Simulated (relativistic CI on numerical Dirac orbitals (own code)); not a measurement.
Hg45+: what numerical and physical settings do to a radial Dirac CI calculation

Reference input:

```
atom Hg  Z=80  charge=45  electrons=35
nucleus A=202  rms_radius_fm=5.4648
hamiltonian dirac-coulomb  breit=on  qed=on  c_scale=1
orbitals kli  potential=per-configuration
slater_scale 1
correlation none
mixing on
grid step=0.0125 r_max=3.2
scf mixing=0.4 start=green max_iterations=150 tolerance=2e-08 node_fill=0.05
configurations
  [Ar] 3d10 4s2 4p5
  [Ar] 3d10 4s 4p6
  [Ar] 3d10 4s2 4p4 4d
end
```

Computed lowest total energy -18237.82278 Ha, first excitation 1147749.9 cm⁻¹, 30 SCF steps. Runs with settings changed; * marks those that are bad on purpose:

```tsv
Changed	Outcome	Lowest level	ΔE (Ha)	First excitation (cm⁻¹)	SCF steps	Message
grid step 0.008, iteration limit 30	converged	4s²4p⁵ ²P°3/2	-0.000127	1147749.9	30	
iteration limit 20, grid step 0.04	converged	4s²4p⁵ ²P°3/2	0.000715	1147748.7	30	
iteration limit 20	converged	4s²4p⁵ ²P°3/2	0	1147749.9	30	
nuclear radius 4.9183 fm	converged	4s²4p⁵ ²P°3/2	-0.73	1147808.1	30	
configuration list: repeat *	refused				0	a configuration is listed twice
charge 46 *	refused				0	configuration [Ar] 3d10 4s2 4p5 has 35 electrons, the ion has 34
```
